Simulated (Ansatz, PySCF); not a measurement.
Sn(H)(F)(NH2)2 (FH₅N₂Sn), SMILES [SnH]([NH2])([NH2])[F]. Atoms are numbered in the order given.

```xyz
9

Sn     0.0765     0.1128    -0.3092
N     -1.6043    -1.0346    -0.3321
N      1.6021    -1.0686     0.3367
F     -0.1141     1.5690     0.9960
H      0.3690     0.8719    -1.8113
H     -2.3688    -0.6136    -0.8606
H     -1.9564    -1.2410     0.6033
H      1.2636    -1.8333     0.9220
H      2.3033    -0.5556     0.8721
```

Coordinates come from a B3LYP-D3(BJ)/def2-SVP optimisation. The def2 effective core potentials stand for the cores of Sn; spin–orbit coupling is left out. Other conformers were not sampled.

Two levels are set side by side: PBE-D3(BJ)/def2-SVP (Ansatz, an electronic-structure program) and B3LYP-D3(BJ)/def2-SVP (Ansatz). Each level has its own optimised geometry; the coordinates shown are those of the second. Frequencies come from the Hessian of PySCF at each geometry. Differences are taken from unrounded values.

```
quantity                            B3LYP-D3(BJ)  PBE-D3(BJ)  PBE-D3(BJ) minus B3LYP-D3(BJ)
----------------------------------  ------------  ----------  -----------------------------
mean bond length (Å)                       1.478       1.491                          0.012
bond Sn1–N2 (Å)                            2.035       2.053                          0.017
bond Sn1–N3 (Å)                            2.035       2.052                          0.017
bond Sn1–F4 (Å)                            1.965       1.980                          0.015
bond Sn1–H5 (Å)                            1.708       1.721                          0.013
bond N2–H6 (Å)                             1.020       1.029                          0.009
bond N2–H7 (Å)                             1.021       1.030                          0.009
bond N3–H8 (Å)                             1.021       1.030                          0.009
bond N3–H9 (Å)                             1.021       1.030                          0.009
highest harmonic wavenumber (cm⁻¹)          3599        3508                            -91
mean harmonic wavenumber (cm⁻¹)             1227        1196                            -31
zero-point energy (kcal/mol)               36.82       35.90                          -0.92
```

Exact exchange shortens and stiffens bonds; PBE has none. Differences between two approximate levels are no errors against the true value.
